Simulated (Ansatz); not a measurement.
Cost and result for the atomization energy of C2H6GaNO (`C=N[CH2][GaH][OH]`) (11 atoms, 10 bonds).

Z-matrix (Å, degrees):
```
C
N 1 1.431
Ga 1 1.991 2 108.2
H 1 1.096 2 109.3 3 -114.5
H 1 1.102 2 114.2 3 124.6
C 2 1.261 1 119.2 3 -113.8
O 3 1.785 1 114.8 2 -5.7
H 3 1.558 1 128.9 2 174.2
H 6 1.099 2 123.1 1 -2.0
H 6 1.089 2 119.4 1 178.2
H 7 0.962 3 110.5 1 -2.4
```

The species carries charge 0 and has multiplicity 1. Correlated methods include outer-core shells of Ga, which these sets cover unevenly. Scalar relativity is left out up to krypton. The geometry is a stationary point of PBE0-D4/def2-TZVP. It is one conformer, not always the lowest. Program: Ansatz. All runs use 4 threads of an Arm Neoverse V1 on a shared host. Times are those of one run each, without the atoms' runs, and a repeat can differ threefold. Electronic energies, without spin–orbit coupling; frozen cores. CCSD(T)/CBS adds CCSD(T) − MP2 in def2-TZVPP to the MP2 limit, and its time is that of the two runs behind it. T1 = 0.014; the RHF reference is unstable towards UHF. With those shells the extrapolation isn't a true limit. B3LYP takes the VWN-RPA correlation (the form of Gaussian; ORCA's B3LYP/G).

CCSD(T)/CBS is a level of theory with its own doubt, some kJ/mol a heavy atom from the limit and from the frozen cores, so smaller differences don't rank the functionals.

| level | functions | wall time | atomization (kcal/mol) | difference from CCSD(T)/CBS | per bond |
| --- | --- | --- | --- | --- | --- |
| PBE-D4/def2-TZVPP (with forces) | 256 | 2.8 s | 972.8 | 22.6 | 2.3 |
| PBE0-D4/def2-TZVPP | 256 | 3.7 s | 948.2 | -2.0 | -0.2 |
| r2SCAN-D4/def2-TZVPP (with forces) | 256 | 5.5 s | 949.3 | -0.9 | -0.1 |
| B3LYP-D4/def2-TZVPP (with forces) | 256 | 6 s | 947.0 | -3.2 | -0.3 |
| B2PLYP/def2-TZVPP | 256 | 7 s | 938.6 | -11.6 | -1.2 |
| ωB97X-V/def2-TZVPP | 256 | 9.5 s | 950.6 | 0.4 | 0.0 |
| ωB97M-V/def2-TZVPP (with forces) | 256 | 14 s | 948.8 | -1.4 | -0.1 |
| MP2/def2-QZVPP | 497 | 36 s | 958.4 | 8.2 | 0.8 |
| CCSD(T)/def2-TZVPP | 256 | 4.7 min | 925.4 | -24.8 | -2.5 |
| CCSD(T)/CBS(def2) | – | 5.3 min | 950.2 | 0.0 | 0.0 |

In def2-TZVPP, CCSD(T) changes the Hartree–Fock value by +272.6 kcal/mol (the triples alone add +17.3 kcal/mol) and MP2 by +290.8 kcal/mol; breaking electron pairs costs correlation energy, which Hartree–Fock lacks. From PBE to PBE0 (25 % exact exchange), in def2-TZVPP and without D4, the atomization energy moves by −23.8 kcal/mol: exact exchange takes away binding that semilocal exchange gives to molecules. The D4 term adds +8.4 kcal/mol with B3LYP and +4.4 kcal/mol with PBE0; it sums over pairs of atoms, weighted by their polarisabilities, and B3LYP, whose exchange is more repulsive, gets the larger term.
